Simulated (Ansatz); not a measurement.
`[F][In]([Cl])[SeH]` and `[CH3][In]([Cl])[SeH]` differ in one atom or group.

Ansatz, PBE0-D4/def2-TZVP geometries, multiplicity 1. Each molecule was computed in one conformer, which needn't be the lowest.

Elements past krypton have def2 core potentials. Scalar relativity is left out up to krypton. Spin–orbit coupling is left out; it splits and shifts lone-pair levels of the heavy atoms by tenths of an eV.

```tsv
property	`[F][In]([Cl])[SeH]`
zero-point energy (PBE0-D4/def2-TZVP) / kJ/mol	28.6
HOMO energy (B3LYP/def2-TZVPP) / eV	-7.78
size of the dipole moment (B3LYP/def2-TZVPP) / D	2.48
ideal-gas entropy at 298 K and 1 bar (rigid rotor, harmonic PBE0-D4/def2-TZVP) / J/(mol·K)	369
HOMO energy (PBE0/def2-TZVPP) / eV	-8.02
size of the dipole moment (ωB97M-V/def2-TZVPP) / D	2.35
```

Q: Give the same properties after the change, and the shifts. (Best estimate.)

A: The calculation gave: 
```csv
property,`[CH3][In]([Cl])[SeH]`,shift
zero-point energy (PBE0-D4/def2-TZVP) / kJ/mol,117.6,89.0
HOMO energy (B3LYP/def2-TZVPP) / eV,-7.08,0.70
size of the dipole moment (B3LYP/def2-TZVPP) / D,2.71,0.23
"ideal-gas entropy at 298 K and 1 bar (rigid rotor, harmonic PBE0-D4/def2-TZVP) / J/(mol·K)",399,30
HOMO energy (PBE0/def2-TZVPP) / eV,-7.32,0.70
size of the dipole moment (ωB97M-V/def2-TZVPP) / D,2.67,0.32
```

With PBE0 the HOMO rises by 0.70 eV and the LUMO rises by 1.23 eV, so the gap widens by about 0.53 eV. PBE moves the HOMO by 0.65 eV and ωB97M-V by 0.70 eV. The zero-point energy changes by 89.0 kJ/mol with +9 modes. Dipoles are sizes alone; their direction can turn. Modes under 60 cm⁻¹, often nearly free rotors, make the harmonic entropy too high.

B3LYP here is the variant with VWN-RPA as its local correlation; programs differ in this.
